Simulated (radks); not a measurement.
Species: the barium ion Ba3+. Configuration: [Kr] 4d10 5s2 5p5 (the NIST ground configuration).

Calculated with a radial shooting solver on a logarithmic mesh with Libxc functionals: scalar-relativistic Kohn-Sham, r2SCAN, spin-polarised, spherical densities, finite nucleus; open shells are filled with parallel spins first (spin-orbit coupling, left out, can overturn this in heavy ions); meta-GGA in the generalised Kohn-Sham scheme; Fermi nuclear charge, rms radius 4.8378 fm.

Energy parts (eV):
total: -221347.51
kinetic: 233667.70
electron-nucleus: -534203.02
Hartree: 84557.35
exchange-correlation: -5369.54

Orbitals (lengths in bohr, moments of r in powers of bohr; r(max) is where P^2 peaks; r(90%) holds 90 % of the orbital's charge):
| orbital | occ. | eigenvalue (eV) | r(90%) | r(max) | <1/r> |
|---|---|---|---|---|---|
| 1s up | 1 | -37346.51 | 0.0461 | 0.01642 | 60.69 |
| 1s down | 1 | -37346.42 | 0.0461 | 0.01642 | 60.69 |
| 2s up | 1 | -5943.312 | 0.170 | 0.09283 | 13.97 |
| 2s down | 1 | -5943.296 | 0.170 | 0.09283 | 13.97 |
| 2p up | 3 | -5328.997 | 0.157 | 0.07464 | 13.27 |
| 2p down | 3 | -5328.936 | 0.157 | 0.07464 | 13.27 |
| 3s up | 1 | -1282.076 | 0.428 | 0.2659 | 5.060 |
| 3s down | 1 | -1282.031 | 0.428 | 0.2659 | 5.059 |
| 3p up | 3 | -1083.940 | 0.434 | 0.2603 | 4.793 |
| 3p down | 3 | -1083.877 | 0.434 | 0.2603 | 4.793 |
| 3d up | 5 | -796.4969 | 0.417 | 0.2154 | 4.535 |
| 3d down | 5 | -796.4294 | 0.417 | 0.2154 | 4.535 |
| 4s up | 1 | -274.9230 | 0.968 | 0.6250 | 2.079 |
| 4s down | 1 | -274.7815 | 0.968 | 0.6252 | 2.078 |
| 4p up | 3 | -210.6102 | 1.04 | 0.6533 | 1.916 |
| 4p down | 3 | -210.4799 | 1.04 | 0.6535 | 1.916 |
| 4d up | 5 | -116.9078 | 1.20 | 0.6946 | 1.654 |
| 4d down | 5 | -116.7310 | 1.20 | 0.6948 | 1.656 |
| 5s up | 1 | -59.1847 | 2.31 | 1.465 | 0.8145 |
| 5s down | 1 | -58.0621 | 2.31 | 1.464 | 0.8154 |
| 5p up | 3 | -43.0900 | 2.63 | 1.642 | 0.7094 |
| 5p down | 2 | -41.9867 | 2.64 | 1.641 | 0.7078 |

The highest occupied level is 5p down at -41.987 eV. The density falls to 0.001 e/bohr^3 at r = 3.55 bohr. The spin density at the nucleus is 0.0732 e/bohr^3 (1s -0.4504, 2s 0.1799, 3s 0.2828, 4s 0.8609, 5s -0.8000). Summed over all electrons, <r^2> = 38.28 bohr^2, which gives a Langevin (diamagnetic) susceptibility term of -30.3 x 10^-6 cm^3/mol.
